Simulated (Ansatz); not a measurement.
`[Cl][InH][SeH]` + `[F][GaH][SH]` → `[F][Ga]([SH])[SeH]` + `[Cl][InH2]`  (formal exchange of groups at the Se–In bond)

Program: Ansatz. Geometries: PBE0-D4/def2-TZVP. ΔE: electronic, gas phase. CBS: MP2 limit from def2 TZ/QZ plus the TZ coupled-cluster correction, frozen cores. DFT in def2-TZVPP. Elements past krypton have def2 core potentials. For Ga, In, Se outer-core shells are correlated without core-valence functions, which leaves a few kJ/mol of doubt a bond. Scalar relativity is left out up to krypton. One conformer a species, not always the lowest.

```csv
level,ΔE (eV)
r2SCANh,0.14
CCSD(T)/def2-TZVPP,0.11
```

(1) What does CCSD(T)/CBS give? (Estimate.)

Largest T1 diagnostic among the species: 0.014.

## Answers

(1) Ansatz gave: +0.17 eV. The listed levels differ from it by -0.03, -0.06 eV.

At CCSD(T), def2-SVP lies −0.04 eV from the extrapolated value and def2-TZVPP −0.06 eV. Leaving LDA and LC-ωPBE aside and taking each functional with its dispersion term where it has one, the values, not all of them listed here, spread over 0.04 eV, from revPBE-D4 to B2PLYP.
